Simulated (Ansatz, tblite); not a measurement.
Cost and result up the ladder for the cluster CsF2⁻ (the lowest singlet isomer of a short search) (3 atoms). The state is a singlet with charge -1. Geometry: PBE0-D4/def2-TZVPD.

```xyz
3

Cs   -0.251    0.166   -0.437
F     2.312    0.049   -0.987
F    -2.061   -0.216    1.424
```

Ansatz on 4 threads of Intel Xeon on a shared host; xTB runs through tblite on one thread. Times are rough, summed over both states, and most runs start from the orbitals of an earlier one. B2PLYP/def2-TZVPD serves as the yardstick here, not as an exact answer. The other state is a triplet at its own geometry.

In the def2 sets Cs takes a core potential; there is no spin–orbit coupling. The xTB rows come from tblite. HSE06 is defined as in plane-wave codes, on full-range PBE exchange. Correlated methods freeze 2 core orbitals; core or outer-core shells of Cs are correlated, in sets that lack core-valence functions. In CCSD on the charge -1 triplet the largest single amplitude is 0.22, so its Hartree–Fock determinant may place the open shell otherwise than the density functionals do. At PBE0-D4/def2-TZVPD a singlet of charge -1 lies 3.86 eV below the triplet, each at its own geometry. The structure comes from a short search, and lower isomers may exist.

Run but left out: HF/def2-TZVPD, HF/def2-TZVPPD, MP2/def2-TZVPD, MP2/def2-TZVPPD (triplet: a determinant that CCSD turns far, T1 0.052).

Correlated methods converge slowly with the basis.

xTB has no spin-polarisation term.

```json
{"level": "GFN1-xTB", "functions": "12", "wall time": "0.011 s"}
{"level": "revPBE-D4/def2-TZVPD", "functions": "112", "wall time": "7.3 s"}
{"level": "PBE-D4/def2-TZVPD", "functions": "112", "wall time": "9.2 s"}
{"level": "HSE06-D4/def2-TZVPD", "functions": "112", "wall time": "9.8 s"}
{"level": "r2SCAN-D4/def2-TZVPD (with forces)", "functions": "112", "wall time": "12 s"}
{"level": "BHLYP-D4/def2-TZVPD", "functions": "112", "wall time": "13 s"}
{"level": "RPA@PBE/def2-TZVPD", "functions": "112", "wall time": "14 s"}
{"level": "B2PLYP/def2-TZVPD", "functions": "112", "wall time": "16 s"}
{"level": "CCSD(T)/def2-TZVPPD", "functions": "119", "wall time": "45 s"}
```

Q: Estimate what each level gives for the triplet − singlet (eV).

A: 
```tsv
level	triplet − singlet (eV)	difference from B2PLYP/def2-TZVPD (eV)	remarks
GFN1-xTB	3.96	-0.34	–
revPBE-D4/def2-TZVPD	3.40	-0.90	HOMO above zero (triplet)
PBE-D4/def2-TZVPD	3.41	-0.88	HOMO above zero (triplet)
HSE06-D4/def2-TZVPD	3.81	-0.49	HOMO above zero (triplet)
r2SCAN-D4/def2-TZVPD (with forces)	3.59	-0.70	HOMO above zero (triplet)
BHLYP-D4/def2-TZVPD	4.40	0.10	HOMO above zero (triplet)
RPA@PBE/def2-TZVPD	3.45	-0.84	–
B2PLYP/def2-TZVPD	4.30	0.00	–
CCSD(T)/def2-TZVPPD	4.83	0.53	HOMO above zero (triplet), large T1 (0.052) (triplet)
```
